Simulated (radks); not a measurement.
Question: The mean radii <r> (bohr) of the occupied orbitals of an atom or ion are listed with their occupations. Calculated with a radial shooting solver on a logarithmic mesh with Libxc functionals: non-relativistic Kohn-Sham, PBE, spin-unpolarised, spherical densities, point nucleus.

orbital  occ.      <r>
1s          2  0.06705
2s          2   0.3100
2p          6   0.2741
3s          2   0.8769
3p          4   0.8946

Name the element and its charge.

Answer: Z = 23, vanadium, charge +7: V7+ in [Ne] 3s2 3p4. The 1s radius gives Z: for a bare nucleus <r> = 1.5/Z, 0.06522 bohr for Z = 23, and screening makes it slightly larger (0.06705 here). The occupations add up to 16, and the charge is Z minus that.
